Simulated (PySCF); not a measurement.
A structure optimised at B3LYP-D3(BJ)/def2-SVP, used in a PySCF frequency run:

```xyz
16

C     -1.0363    -1.8844     0.3932
N     -0.7465    -0.5420     0.8617
C     -1.9062     0.1471     1.3989
Si     0.5985     0.3608     0.2657
C      2.1206    -0.7063     0.0791
Cl     0.2160     1.2015    -1.6321
H     -1.7692    -1.8953    -0.4388
H     -0.1222    -2.3840     0.0407
H     -1.4556    -2.4988     1.2113
H     -1.6236     1.1399     1.7808
H     -2.3437    -0.4236     2.2387
H     -2.7035     0.2906     0.6418
H      0.7986     1.5101     1.1831
H      2.3558    -1.2218     1.0239
H      2.9799    -0.0777    -0.2021
H      1.9889    -1.4597    -0.7128
```
Charge 0, spin multiplicity 1.

Question: Write its SMILES and formula.

Answer: CN(C)[Si@@H](C)Cl, C3H10ClNSi

Question: What are its rotational constants (standard atomic weights)?

Answer: 2.7298, 1.6177, 1.2849 GHz
